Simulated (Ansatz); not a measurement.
Geometry optimisation, RKS PBE-D4/def2-SVP in Ansatz.

The input (input.yaml):

```yaml
crystal:
  periodic: [false, false, false]
  atoms:
    - { symbol: B, position_ang: [0.02134, 0.23263, 0.019345] }
    - { symbol: H, position_ang: [-0.188345, 0.512014, 1.166663] }
    - { symbol: F, position_ang: [1.259062, 0.230799, -0.468646] }
    - { symbol: F, position_ang: [-0.984545, 0.035181, -0.829076] }
    - { symbol: "N", position_ang: [0.024017, -2.253031, 1.187908] }
    - { symbol: H, position_ang: [-0.612832, -2.39468, 0.394128] }
    - { symbol: H, position_ang: [0.979975, -2.216077, 0.813423] }
    - { symbol: H, position_ang: [-0.182873, -1.310437, 1.583655] }
basis:
  gaussian: { orbitals: def2-SVP }
hamiltonian:
  xc: pbe
  dispersion: d4
relax:
  f_tol: 0.03
  max_steps: 50
```

Launched with:

```bash
$ ansatz run input.yaml --threads 1 --pin off --max-ram 2048MiB --backend cpu --events-out ev --progress --plain --runs-dir out
```

Where does it end, and by what steps?

The run converged. After 9 steps the energy has fallen by 0.086 eV; H8 moved furthest, 0.40 Å.

| step | energy less start (eV) | largest force component (eV/Å) | accepted |
| --- | --- | --- | --- |
| 0 | 0.0000 | 0.747 | yes |
| 1 | -0.0404 | 0.647 | yes |
| 2 | -0.0005 | 0.962 | no |
| 3 | -0.0649 | 0.577 | yes |
| 4 | -0.0805 | 0.212 | yes |
| 5 | -0.0835 | 0.060 | yes |
| 6 | -0.0846 | 0.105 | yes |
| 7 | -0.0849 | 0.060 | yes |
| 8 | -0.0855 | 0.034 | yes |
| 9 | -0.0856 | 0.003 | yes |

```xyz
8
Properties=species:S:1:pos:R:3
B 0.026 0.198 0.025
H -0.226 0.725 1.087
F 1.284 0.109 -0.411
F -0.949 -0.098 -0.838
N 0.050 -2.255 1.093
H -0.668 -2.201 0.365
H 0.968 -2.039 0.697
H -0.169 -1.603 1.851
```

Whether the end is a true minimum wasn't checked by a vibrational analysis.

Run time: 21 s on 1 thread of Arm Neoverse V1, on a shared host, peak memory 0.13 GiB.
